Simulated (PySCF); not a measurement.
[Co(OH)4]2- holds Co(II), d7, at total charge -2. The structure is a PBE0-D3(BJ)/def2-TZVP, IEF-PCM water geometry optimised for multiplicity 4; coordination tetrahedral, point group C2, metal–donor distances 1.99 Å.

```
9

Co    0.0000    0.0000    0.0000
O     1.2273    1.2332    0.9663
H     0.7413    2.0472    1.1172
O    -1.2273   -1.2332    0.9663
H    -0.7413   -2.0472    1.1172
O    -1.2267    1.2326   -0.9662
H    -2.0311    0.7436   -1.1516
O     1.2267   -1.2326   -0.9662
H     2.0311   -0.7436   -1.1516
```

Method (PySCF 2.14, density fitting): CASSCF(7,5) with orbitals averaged over all microstates of the shell, strongly contracted NEVPT2 on the averaged canonical orbitals; basis x2c-TZVPall on the metal, x2c-SVPall elsewhere; spin-free X2C; IEF-PCM water; spin-orbit coupling by state interaction with the mean-field operator over all roots.

Q: Which term lies lowest, and with what spin?

A: 4A (from 4A2) (S = 3/2, orbital degeneracy 1), orbital occupations from the lowest 2.0 2.0 1.0 1.0 1.0, by NEVPT2.

Q: List the excited states of the same spin.

A: By NEVPT2, the lowest six: 4B (from 4T2) at 3154 cm⁻¹; 4B (from 4T2) at 3307 cm⁻¹; 4A (from 4T1) at 6720 cm⁻¹ (1488 nm); 4A (from 4T2) at 7917 cm⁻¹ (1263 nm); 4B (from 4T1) at 8741 cm⁻¹ (1144 nm); 4B (from 4T1) at 8784 cm⁻¹ (1138 nm). The strongest, at 8741 cm⁻¹, has f = 2.8e-05.

Q: Which is the lowest state of another spin?

A: 2B (from 2T1) at 17310 cm⁻¹ by NEVPT2; CASSCF alone puts it at 19311 cm⁻¹ above the same ground state.

Q: Give the fitted ligand-field and repulsion parameters.

A: At CASSCF level (the NEVPT2 levels don't fit a ligand-field model well): orbital energies 0, 140, 2610, 2692, 6298 cm⁻¹; 10Dq = 3797 cm⁻¹ (difference of the means of the two sets); B = 1182 cm⁻¹; C = 4415 cm⁻¹; B over its free-ion value at the same level 0.945; rms of the fit 92 cm⁻¹; ζ = 509 cm⁻¹ (free ion 526).

Q: What magnetic behaviour follows?

A: The ground multiplet follows a spin Hamiltonian with S = 3/2, g = 2.142, 2.360, 2.378, D = 17.92 cm⁻¹, E/|D| = 0.04 (spin-orbit part alone); the lowest levels hold 97 % of the spin-free ground state. μeff is 4.57 μB at 300 K and 3.95 μB at 10 K; the spin-only value is 3.88 μB.

NEVPT2 lifts 4B (from 4T2) from 2634 to 3307 cm⁻¹; on the d shell alone such lifts tend to overshoot. Gaps between spin states lean to high spin in this active space.

The job took 6 s on one thread of Intel Xeon 6975P-C (shared host), with 124 basis functions and a peak of 0.65 GiB, launched as `OMP_NUM_THREADS=1 python lf_run.py task.json out`.
